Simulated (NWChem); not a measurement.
The numbers come from NWChem runs, not from measurements. System: ethylenediamine (C2H8N2), charge 0, spin multiplicity 1, at a geometry optimised with B3LYP/def2-SVP. Level: MP2/def2-TZVP, 4 core orbitals frozen.

Input file:

```
start mol
memory heap 200 mb stack 900 mb global 1100 mb
geometry units angstroms nocenter noautoz
  N      0.279587    -1.850651    -0.051999
  C     -0.471300    -0.600841    -0.033320
  C      0.471300     0.600841    -0.033320
  N     -0.279587     1.850651    -0.051999
  H     -0.349953    -2.644912    -0.161785
  H      0.757912    -1.991851     0.839077
  H     -1.173178    -0.499181     0.827065
  H     -1.095242    -0.544461    -0.940445
  H      1.095242     0.544461    -0.940445
  H      1.173178     0.499181     0.827065
  H      0.349953     2.644912    -0.161785
  H     -0.757912     1.991851     0.839077
  symmetry group C2
end
basis spherical
  * library def2-tzvp
end
scf
  rhf
  nopen 0
  maxiter 100
  thresh 1e-7
  semidirect memsize 60000000 filesize 0
end
mp2
  freeze core 4
end
task mp2 energy
```

Part of the output:

```
             Northwest Computational Chemistry Package (NWChem) 7.3.0
             --------------------------------------------------------

                                NWChem Input Module
                                -------------------

 Scaling coordinates for geometry "geometry" by  1.889725989
 (inverse scale =  0.529177249)

 Turning off AUTOSYM since
 SYMMETRY directive was detected!

                             Geometry "geometry" -> ""
                             -------------------------

 Output coordinates in angstroms (scale by  1.889725989 to convert to a.u.)

  No.       Tag          Charge          X              Y              Z
 ---- ---------------- ---------- -------------- -------------- --------------
    1 N                    7.0000     0.27958700    -1.85065100    -0.05199900
    2 C                    6.0000    -0.47130000    -0.60084100    -0.03332000
    3 C                    6.0000     0.47130000     0.60084100    -0.03332000
    4 N                    7.0000    -0.27958700     1.85065100    -0.05199900
    5 H                    1.0000    -0.34995300    -2.64491200    -0.16178500
    6 H                    1.0000     0.75791200    -1.99185100     0.83907700
    7 H                    1.0000    -1.17317800    -0.49918100     0.82706500
    8 H                    1.0000    -1.09524200    -0.54446100    -0.94044500
    9 H                    1.0000     1.09524200     0.54446100    -0.94044500
   10 H                    1.0000     1.17317800     0.49918100     0.82706500
   11 H                    1.0000     0.34995300     2.64491200    -0.16178500
   12 H                    1.0000    -0.75791200     1.99185100     0.83907700

 Effective nuclear repulsion energy (a.u.)     131.6731628820

            Nuclear Dipole moment (a.u.)
            ----------------------------
        X                 Y               Z
 ---------------- ---------------- ----------------
     0.0000000000     0.0000000000    -0.0000037795

      Symmetry information
      --------------------

 Group name             C2
 Group number              4
 Group order               2
 No. of unique centers     6

      Symmetry unique atoms

     1    2    5    6    7    8


 Summary of "ao basis" -> "" (spherical)
 ------------------------------------------------------------------------------
       Tag                 Description            Shells   Functions and Types
 ---------------- ------------------------------  ------  ---------------------
 *                         def2-tzvp                  on all atoms

 Summary of "ao basis" -> "ao basis" (spherical)
 ------------------------------------------------------------------------------
       Tag                 Description            Shells   Functions and Types
 ---------------- ------------------------------  ------  ---------------------
 N                         def2-tzvp                11       31   5s3p2d1f
 C                         def2-tzvp                11       31   5s3p2d1f
 H                         def2-tzvp                 4        6   3s1p

                                 NWChem SCF Module
                                 -----------------

  ao basis        = "ao basis"
  functions       =   172
  atoms           =    12
  closed shells   =    17
  open shells     =     0
  charge          =   0.00
  wavefunction    = RHF
  use symmetry    = T
  symmetry adapt  = T

 Summary of "ao basis" -> "ao basis" (spherical)
 ------------------------------------------------------------------------------
       Tag                 Description            Shells   Functions and Types
 ---------------- ------------------------------  ------  ---------------------
 N                         def2-tzvp                11       31   5s3p2d1f
 C                         def2-tzvp                11       31   5s3p2d1f
 H                         def2-tzvp                 4        6   3s1p

      Symmetry analysis of basis
      --------------------------

        a          86
        b          86

 Forming initial guess at       0.2s

      Superposition of Atomic Density Guess
      -------------------------------------

 Sum of atomic energies:        -187.96423364

      Non-variational initial energy
      ------------------------------

 Total energy =    -190.507890
 1-e energy   =    -512.795688
 2-e energy   =     190.614635
 HOMO         =      -0.313606
 LUMO         =       0.064404

      Symmetry analysis of molecular orbitals - initial
      -------------------------------------------------

  Numbering of irreducible representations:

     1 a           2 b

  Orbital symmetries:

     1 b           2 a           3 a           4 b           5 a
     6 b           7 a           8 b           9 a          10 b
    11 b          12 a          13 a          14 b          15 a
    16 b          17 a          18 b          19 a          20 b
    21 a          22 a          23 b          24 a          25 b
    26 a          27 b

 Starting SCF solution at       6.4s

 ----------------------------------------------
         Quadratically convergent ROHF

 Convergence threshold     :          1.000E-07
 Maximum no. of iterations :          100
 Final Fock-matrix accuracy:          1.000E-09
 ----------------------------------------------

              iter       energy          gnorm     gmax       time
             ----- ------------------- --------- --------- --------
                 1     -189.2867296038  9.41D-01  1.58D-01      7.9
                 2     -189.3403882609  3.70D-01  5.28D-02      9.1
                 3     -189.3487147990  1.44D-02  3.04D-03     12.7
[...]
    21 a          22 a          23 b          24 a          25 b
    26 a          27 b

             Final eigenvalues
             -----------------

              1
    1  -15.5386
    2  -15.5386
    3  -11.2443
    4  -11.2437
    5   -1.1890
    6   -1.1573
    7   -0.9464
    8   -0.8068
    9   -0.6735
   10   -0.6492
   11   -0.6117
   12   -0.6033
   13   -0.5422
   14   -0.4956
   15   -0.4921
   16   -0.3938
   17   -0.3856
   18    0.1327
   19    0.1431
   20    0.1791
   21    0.1875
   22    0.2057
   23    0.2369
   24    0.2462
   25    0.2594
   26    0.2930
   27    0.3083

                       ROHF Final Molecular Orbital Analysis
                       -------------------------------------

 Vector   15  Occ=2.000000D+00  E=-4.920839D-01  Symmetry=a
              MO Center=  5.6D-15,  2.7D-15, -1.3D-01, r^2= 2.8D+00
   Bfn.  Coefficient  Atom+Function         Bfn.  Coefficient  Atom+Function
  ----- ------------  ---------------      ----- ------------  ---------------
    37      0.170795   2 C  px               68     -0.170795   3 C  px
    38      0.165259   2 C  py               69     -0.165259   3 C  py

 Vector   16  Occ=2.000000D+00  E=-3.938233D-01  Symmetry=b
              MO Center= -3.8D-14,  2.3D-13, -4.8D-02, r^2= 4.1D+00
   Bfn.  Coefficient  Atom+Function         Bfn.  Coefficient  Atom+Function
  ----- ------------  ---------------      ----- ------------  ---------------
     8      0.188360   1 N  pz              101     -0.188360   4 N  pz
    11      0.175226   1 N  pz              104     -0.175226   4 N  pz
     6     -0.163623   1 N  px               99     -0.163623   4 N  px
    14      0.155193   1 N  pz              107     -0.155193   4 N  pz
     9     -0.153568   1 N  px              102     -0.153568   4 N  px

 Vector   17  Occ=2.000000D+00  E=-3.856238D-01  Symmetry=a
              MO Center=  3.5D-14, -2.5D-13, -5.4D-02, r^2= 4.0D+00
   Bfn.  Coefficient  Atom+Function         Bfn.  Coefficient  Atom+Function
  ----- ------------  ---------------      ----- ------------  ---------------
     8      0.194194   1 N  pz              101      0.194194   4 N  pz
    11      0.180329   1 N  pz              104      0.180329   4 N  pz
    14      0.172139   1 N  pz              107      0.172139   4 N  pz
     6     -0.165994   1 N  px               99      0.165994   4 N  px
     9     -0.155815   1 N  px              102      0.155815   4 N  px

 Vector   18  Occ=0.000000D+00  E= 1.327085D-01  Symmetry=a
              MO Center= -2.2D-15,  2.6D-15,  7.5D-01, r^2= 9.1D+00
   Bfn.  Coefficient  Atom+Function         Bfn.  Coefficient  Atom+Function
  ----- ------------  ---------------      ----- ------------  ---------------
    36      2.063649   2 C  s                67      2.063649   3 C  s
   139     -1.313603   7 H  s               157     -1.313603  10 H  s
     5      0.991309   1 N  s                98      0.991309   4 N  s
   145     -0.903070   8 H  s               151     -0.903070   9 H  s
   133     -0.833554   6 H  s               169     -0.833554  12 H  s

 Vector   19  Occ=0.000000D+00  E= 1.431199D-01  Symmetry=b
              MO Center=  8.0D-16, -7.0D-15,  3.7D-01, r^2= 1.1D+01
   Bfn.  Coefficient  Atom+Function         Bfn.  Coefficient  Atom+Function
  ----- ------------  ---------------      ----- ------------  ---------------
     5      1.566515   1 N  s                98     -1.566515   4 N  s
    36      1.257221   2 C  s                67     -1.257221   3 C  s
   127     -1.103630   5 H  s               163      1.103630  11 H  s
   133     -0.887308   6 H  s               169      0.887308  12 H  s
    44      0.405079   2 C  py               75      0.405079   3 C  py

 Vector   20  Occ=0.000000D+00  E= 1.791214D-01  Symmetry=b
              MO Center=  5.5D-15, -1.2D-16,  4.9D-01, r^2= 8.7D+00
   Bfn.  Coefficient  Atom+Function         Bfn.  Coefficient  Atom+Function
  ----- ------------  ---------------      ----- ------------  ---------------
    36      4.860956   2 C  s                67     -4.860956   3 C  s
   139     -1.639830   7 H  s               157      1.639830  10 H  s
   145     -1.506280   8 H  s               151      1.506280   9 H  s
   133      0.925344   6 H  s               169     -0.925344  12 H  s
     5     -0.861207   1 N  s                98      0.861207   4 N  s

------------------------------------------------------------
EAF file 0: "./mol.aoints.0" size=524288 bytes
------------------------------------------------------------
               write      read    awrite     aread      wait
               -----      ----    ------     -----      ----
     calls:        1        19         0         0         0
   data(b): 5.24e+05  9.96e+06  0.00e+00  0.00e+00
   time(s): 0.00e+00  0.00e+00  0.00e+00  0.00e+00  0.00e+00
rate(mb/s): 0.00e+00  0.00e+00
------------------------------------------------------------

 center of mass
 --------------
 x =   0.00000000 y =  -0.00000000 z =  -0.03521319

 moments of inertia (a.u.)
 ------------------
         473.148220423109          23.174444921528           0.000000000000
          23.174444921528          67.249852756725          -0.000000000000
           0.000000000000          -0.000000000000         506.723765190197

  Mulliken analysis of the total density
  --------------------------------------

    Atom       Charge   Shell Charges
 -----------   ------   -------------------------------------------------------
    1 N    7     7.57   0.82  1.16  0.52  0.85  0.20  1.48  1.74  0.76  0.01  0.04  0.00
    2 C    6     6.01   0.85  1.12  0.47  0.65  0.04  1.21  1.28  0.24  0.03  0.10  0.01
    3 C    6     6.01   0.85  1.12  0.47  0.65  0.04  1.21  1.28  0.24  0.03  0.10  0.01
    4 N    7     7.57   0.82  1.16  0.52  0.85  0.20  1.48  1.74  0.76  0.01  0.04  0.00
    5 H    1     0.78   0.26  0.42  0.06  0.04
    6 H    1     0.78   0.26  0.42  0.07  0.04
    7 H    1     0.95   0.27  0.52  0.14  0.02
    8 H    1     0.91   0.27  0.50  0.12  0.02
    9 H    1     0.91   0.27  0.50  0.12  0.02
   10 H    1     0.95   0.27  0.52  0.14  0.02
   11 H    1     0.78   0.26  0.42  0.06  0.04
   12 H    1     0.78   0.26  0.42  0.07  0.04

       Multipole analysis of the density wrt the origin
       ------------------------------------------------

     L   x y z        total         open         nuclear
     -   - - -        -----         ----         -------
     0   0 0 0     -0.000000      0.000000     34.000000

     1   1 0 0     -0.000000      0.000000      0.000000
     1   0 1 0      0.000000      0.000000      0.000000
     1   0 0 1      0.799134      0.000000     -0.000004

     2   2 0 0    -20.656463      0.000000     36.801416
     2   1 1 0      3.017704      0.000000     -9.463147
     2   1 0 1     -0.000000      0.000000      0.000000
     2   0 2 0    -17.401959      0.000000    268.894519
     2   0 1 1      0.000000      0.000000      0.000000
     2   0 0 2    -19.646941      0.000000     16.600353

                   NWChem MP2 Semi-direct Energy/Gradient Module
                   ---------------------------------------------

  Basis functions       =    172
  Molecular orbitals    =    172
  Frozen core           =      4
  Frozen virtuals       =      0
  Active alpha occupied =     13
  Active beta occupied  =     13
  Active alpha virtual  =    155
  Active beta virtual   =    155
  Use MO symmetry       = T
  Use skeleton AO sym   = T

  AO/Fock/Back tols     =   1.0D-09  1.0D-09  1.0D-09

 GA uses MA = F    GA memory limited = T

 Available:
  local mem=  1.26D+08
 global mem=  1.44D+08
 local disk=  0.00D+00
  mp2_memr nvloc                   155
  nvloc new                   155
   1 passes of  13:        6291456                     161061                  97574577.
   1 passes of  13: M    126043319           G      144120032           F     119751863.

 Semi-direct pass number   1 of   1  for RHF alpha+beta  at       29.9s
  vrange nnbf                 14235
  mp2_eaftype                   372  avail_ma_in_mb                  1098
 EAF : mp2_eaftype filesize         372   48787288.
  mp2_eaf for mointskh                    372
Node 0 wrote    229.5 Mb in      0.4 s     Agg I/O rate:   605.2 Mb/s
 Done moints_semi at       62.1s
  mp2_eaftype                   372  avail_ma_in_mb                   726
 EAF : mp2_eaftype filesize         372   48787288.
  mp2_eaf for kh                   372
 Done maket at       63.5s
 Done multipass loop at       63.5s

          -------------------------------------------
          SCF energy                -189.348740953412
          Correlation energy          -0.762328880692
          Singlet pairs               -0.494573049178
          Triplet pairs               -0.267755831514
          Total MP2 energy          -190.111069834104
          -------------------------------------------

          ---------------------------------------------------
                    Spin Component Scaled (SCS) MP2
          Same spin pairs                     -0.178503887676
          Same spin scaling factor             0.333333333333
          Opposite spin pairs                 -0.583824993016
          Opposite spin scaling fact.          1.200000000000
          SCS-MP2 correlation energy          -0.760091287511
          Total SCS-MP2 energy              -190.108832240923
          ---------------------------------------------------

 -----------------------
 Performance information
 -----------------------

 Timer overhead =  1.40D-07 seconds/call

               Nr. of calls         CPU time (s)                 Wall time (s)                GFlops
             ---------------    -------------------     ------------------------------   -------------------
Name         Min   Avg   Max    Min     Avg     Max     Min     Avg     Max   Mx/calls   Min     Max     Sum
mp2: moin     1     1     1    32.     32.     32.      32.     32.     32.     32.      0.0     0.0     0.0
mp2: make     1     1     1    1.4     1.4     1.4      1.4     1.4     1.4     1.4      0.0     0.0     0.0
mp2: tota     1     1     1    34.     34.     34.      34.     34.     34.     34.      0.0     0.0     0.0

 The average no. of pstat calls per process was 3.00D+00
 with a timing overhead of 4.19D-07s

 Task  times  cpu:       63.4s     wall:       63.4s

 Total times  cpu:       63.5s     wall:       63.5s
```
